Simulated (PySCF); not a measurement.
C7H7O, doublet, geometry from GFN2-xTB. Base run: PySCF with M062X/STO-3G.

Here is a job for PySCF.
```python
from pyscf import gto, scf, dft

mol = gto.M(
    atom='''
C    -2.81833807    0.03397709    0.26148815
C    -1.44794666    0.01348822    0.13373045
C    -0.73747723   -1.19644166   -0.11732029
C     0.62360438   -1.21406958   -0.24379064
C     1.36015996   -0.02882335   -0.12811178
O     2.71076913   -0.09396390   -0.26095173
C     0.69322948    1.17480608    0.11800935
C    -0.67015173    1.20070481    0.24596333
H    -3.34723011    0.95028899    0.45078219
H    -3.39927232   -0.86602155    0.17561694
H    -1.30033477   -2.11331226   -0.20743510
H     1.15912017   -2.13115614   -0.43380630
H     3.09387677    0.78606077   -0.16017153
H     1.26685654    2.08935354    0.20678696
H    -1.17765005    2.13464818    0.43602923
''',
    basis='sto-3g',
    spin=1,
    verbose=3,
)

mf = dft.UKS(mol)
mf.xc = 'm062x'
mf.kernel()
```

Each row names what was changed in the base input (with any setting that the change needs).

| change | E (Eh) | HOMO (eV) | dipole (D) | <S^2> | core-seconds (rough) | outcome |
|---|---|---|---|---|---|---|
| base | -341.75502 | -3.65 | 1.48 | 0.802 | 20 | converged |
| functional = b97-1 | -341.69087 | -2.41 | 1.59 | 0.794 | 20 | converged |
| functional = tpss | -341.88974 | -1.66 | 1.77 | 0.775 | 30 | converged |
| functional = wb97x_v | - | - | - | - | - | cut at the time limit |
| functional = b3lyp | -341.75058 | -2.48 | 1.59 | 0.795 | 10 | converged |
| functional = m06l | -341.66582 | -1.76 | 1.81 | 0.780 | 20 | converged |
| functional = tpssh | -341.86173 | -2.14 | 1.64 | 0.791 | 40 | converged |
| functional = blyp; dispersion = d3bj | -341.60169 | -1.34 | 1.84 | 0.765 | 20 | converged |
| functional = pw91,pw91 | -341.62340 | -1.56 | 1.84 | 0.767 | 20 | converged |
| functional = pbe0 | -341.41007 | -2.72 | 1.54 | 0.810 | 20 | converged |
| functional = mn15 | -339.79840 | -3.10 | 1.57 | 0.794 | 30 | converged |
| functional = revpbe | -341.70123 | -1.47 | 1.85 | 0.767 | 20 | converged |
| functional = b97m_v | - | - | - | - | - | cut at the time limit |

Absolute energies of different levels of theory aren't comparable as measures of quality.

Open shells are given as the SCF converged; they aren't shown to be the lowest states, and a large step between rows can be another state.
